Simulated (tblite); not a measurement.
Species: C5H12FGaO.
Geometry (GFN2-xTB, Å), atoms numbered from 1 in this order:
```xyz
20
C5H12FGaO angstrom
F      2.6479   -0.7351    1.2020
C      1.3307   -0.9105    0.8783
C      0.6849    0.4551    0.6274
C      1.2210    1.1266   -0.6417
C      0.2127    0.6854   -1.7013
C     -1.0811    0.7101   -0.9025
O     -0.7202    0.2716    0.4146
Ga    -1.8809   -1.2486    1.1906
H      0.8373   -1.4166    1.7184
H      1.2918   -1.5389   -0.0180
H      0.8268    1.0762    1.5206
H      1.2041    2.2116   -0.5336
H      2.2403    0.8128   -0.8567
H      0.1807    1.3516   -2.5596
H      0.4270   -0.3273   -2.0446
H     -1.4866    1.7270   -0.8349
H     -1.8530    0.0352   -1.2821
H     -3.2557   -0.6188    0.8558
H     -1.4135   -1.2210    2.6650
H     -1.4191   -2.4358    0.2994
```

Computed with GFN2-xTB (tblite): harmonic, unscaled wavenumbers at the GFN2-xTB geometry, gas phase. Against measured fundamentals such values can be off by several per cent, at times by over 20. Modes of hydrogen on gallium can be 10 to 20 % off. One conformer, not necessarily the lowest.

Harmonic wavenumbers (cm⁻¹): 43.8, 75.7, 92.2, 109.3, 179.7, 205.8, 210.3, 264.1, 384.4, 420.3, 448.2, 459.1, 594.5, 643.2, 698.2, 721.1, 741.8, 847.2, 882.4, 893.1, 938.2, 980.6, 995.1, 1033.1, 1063.1, 1073.9, 1094.4, 1126.0, 1146.3, 1170.2, 1187.1, 1209.3, 1247.0, 1274.2, 1289.1, 1305.0, 1309.9, 1325.4, 1421.2, 1462.5, 1471.1, 1484.6, 1647.5, 1734.2, 1755.4, 2901.1, 2915.9, 2916.6, 2939.9, 2949.3, 2995.0, 3006.3, 3033.4, 3041.2.

A = 1872, B = 940.0, C = 675.9 MHz; mass 176.013 u (most abundant isotopes); point group C1, symmetry number 1.

Question: Zero-point energy?

Answer: ½Σν̃ = 33679 cm⁻¹ = 402.89 kJ/mol.

Question: Give the ideal-gas entropy at 400 K and 1 bar in the rigid-rotor, harmonic-oscillator model (classical rotation).

Answer: Translation 179.45, rotation 129.11, vibration 174.38: S = 482.9 J/(mol K).

Question: And Cp and H(400 K) − H(0)?

Answer: Cp = 212.60 J/(mol K), of which vibrations give 179.34 (their classical limit is 54 R = 449.0); H(400 K) − H(0) = 49.22 kJ/mol without the zero-point energy, 35.92 from vibrations.

Question: What must be added to the electronic energy to get the Gibbs energy at 400 K and 1 bar?

Answer: ZPE + [H(400 K) − H(0)] − T·S = 402.89 + 49.22 − 193.17 = 258.94 kJ/mol.

Question: Which modes carry the vibrational entropy at 400 K?

Answer: 43.8 cm⁻¹: 23.69; 75.7 cm⁻¹: 19.16; 92.2 cm⁻¹: 17.53; 109.3 cm⁻¹: 16.13; 179.7 cm⁻¹: 12.09; 205.8 cm⁻¹: 11.00 J/(mol K); the other 48 give 74.79 together.

Question: How do the functions run with temperature in this model?

Answer: 
```csv
T (K),S (J/(mol K)),Cp (J/(mol K)),H − H(0) (kJ/mol),G − H(0) (kJ/mol),ln q(vib)
150,339.0,101.6,10.28,-40.57,3.35
250,400.4,143.5,22.47,-77.63,6.12
298.15,427.6,165.9,29.92,-97.56,7.42
600,583.9,285.9,99.53,-250.82,15.55
900,714.0,354.1,196.48,-446.14,23.27
```

q(vib) and H(0) count from the zero-point level.

Hindered rotation and anharmonicity are outside this model. Other conformers, if any are populated, would add a mixing term that is left out. The structure is chiral; the term R ln 2 for an equal mix with its mirror image is left out.
